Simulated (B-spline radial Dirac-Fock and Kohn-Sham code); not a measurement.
## Nb³⁺ 4d3/2: cross section and angular parameters

System: niobium as Nb³⁺, [Kr] 4d2; threshold 35.81 eV (orbital energy of the model). Model: Dirac-Hartree-Slater photoionisation with a Latter tail; cross sections with all multipoles, angular parameters from the dipole term and its interference with E2. Program: a radial atomic solver.

For linearly polarised light dσ/dΩ = σ/(4π) [1 + β P₂(cos θ) + (δ + γ cos²θ) sin θ cos φ], with θ from the polarisation vector and φ the angle between the beam and the projection of the electron momentum on the plane normal to the polarisation.

```
hν (eV)    σ (kb)       β       γ       δ
   59.1       156   1.804  -0.042   0.009
   61.8       110   1.900  -0.045   0.011
   82.7      22.4   0.045   0.171  -0.022
   86.2      22.1  -0.443   0.196  -0.029
   86.9      22.2  -0.520   0.199  -0.031
    100      29.9  -0.802   0.156  -0.037
    105      34.0  -0.666   0.132  -0.035
    150      54.1   0.303   0.017  -0.015
    248      39.4   0.917  -0.019   0.002
    339      25.4   1.118  -0.009   0.011
    400      18.9   1.190   0.007   0.015
    408      18.2   1.197   0.010   0.015
    449      15.1   1.228   0.023   0.018
    454      14.8   1.231   0.025   0.018
    589      8.48   1.286   0.077   0.025
    600         ?       ?       ?       ?
   1000      2.30   1.294   0.250   0.042
   1730     0.476   1.185   0.512   0.071
   1980     0.313   1.146   0.585   0.081
   2330     0.186   1.093   0.675   0.096
   2470     0.154   1.073   0.707   0.102
   2870    0.0935   1.020   0.791   0.118
 2984.4    0.0819   1.005   0.813   0.123
 5414.7   0.00984   0.777   1.129   0.223
   6940   0.00386   0.683   1.243   0.283
   7230   0.00330   0.668   1.260   0.294
   7720   0.00256   0.644   1.287   0.312
  10200  0.000857   0.546   1.390   0.401
  13200  0.000303   0.458   1.463   0.499
  15000  0.000179   0.416   1.489   0.555
```

Problem. Give the values at 600 eV.

Solution. σ = 8.13 kb, β = 1.289, γ = 0.081, δ = 0.026.

Values without a named source are computed, but for edge energies of neutral atoms, which are taken from tables.
